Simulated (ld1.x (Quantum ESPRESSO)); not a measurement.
# u(r) = r·R(r): atom against pseudo-atom (carbon)

Columns: radius, all-electron u(r) and pseudo u(r) of the 2p shell (level -5.42 eV) of carbon in the configuration [He] 2s2 2p2; LDA (PZ), scalar-relativistic, PAW scheme, ld1.x (Quantum ESPRESSO) 7.5.

| r (bohr) | all-electron | pseudo |
| --- | --- | --- |
| 0.088 | 0.0382 | 0.0099 |
| 0.175 | 0.1194 | 0.0384 |
| 0.262 | 0.2150 | 0.0837 |
| 0.350 | 0.3113 | 0.1437 |
| 0.438 | 0.3996 | 0.2142 |
| 0.525 | 0.4759 | 0.2899 |
| 0.612 | 0.5401 | 0.3674 |
| 0.700 | 0.5928 | 0.4432 |
| 0.788 | 0.6341 | 0.5128 |
| 0.875 | 0.6645 | 0.5723 |
| 0.962 | 0.6858 | 0.6208 |
| 1.050 | 0.6993 | 0.6576 |
| 1.138 | 0.7057 | 0.6820 |
| 1.225 | 0.7063 | 0.6948 |
| 1.312 | 0.7022 | 0.6980 |
| 1.400 | 0.6940 | 0.6933 |
| 1.487 | 0.6827 | 0.6831 |
| 1.575 | 0.6687 | 0.6691 |
| 1.662 | 0.6529 | 0.6530 |
| 1.750 | 0.6354 | 0.6354 |
| 1.838 | 0.6168 | 0.6168 |
| 1.925 | 0.5976 | 0.5976 |
| 2.012 | 0.5778 | 0.5778 |
| 2.100 | 0.5575 | 0.5575 |
| 2.188 | 0.5371 | 0.5371 |
| 2.275 | 0.5169 | 0.5169 |

(1) How many radial nodes do the two functions have?

(2) At about which radius was the pseudo-wave matched?

(3) Is the pseudo-wave norm-conserving?

## Answers

(1) The all-electron 2p function has n − l − 1 = 0; the pseudo-wave has 0.

(2) 1.75 bohr. The columns agree to 0.0005 from 1.49 bohr on; several derivatives are matched, so the curves merge somewhat inside the radius.

(3) No, it belongs to a PAW set: the norm inside the radius is not constrained, and the difference is carried by the augmentation charge.
